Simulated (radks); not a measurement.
Coulomb parameter of the 4d shell of neutral palladium in the model configuration [Kr] 4d8 5p2, as a second difference U = [E(n + 0.5) + E(n - 0.5) - 2 E(n)] / (0.5)^2 with all orbitals relaxed. "Bare": the charge of the atom changes with n. "Screened": the 5p shell takes up the change at fixed total charge, which measures U(4d,4d) + U(5p,5p) - 2 U(4d,5p). Calculated with a radial shooting solver on a logarithmic mesh with Libxc functionals: scalar-relativistic Kohn-Sham, PBE, spin-unpolarised, spherical densities, point nucleus. Estimate both.

Answer. U(bare) = 9.879 eV, U(screened by 5p) = 3.333 eV, against the Slater integral F0(4d,4d) = 17.715 eV with frozen orbitals. The step up makes a negative ion, whose loosely bound charge lowers the bare value.
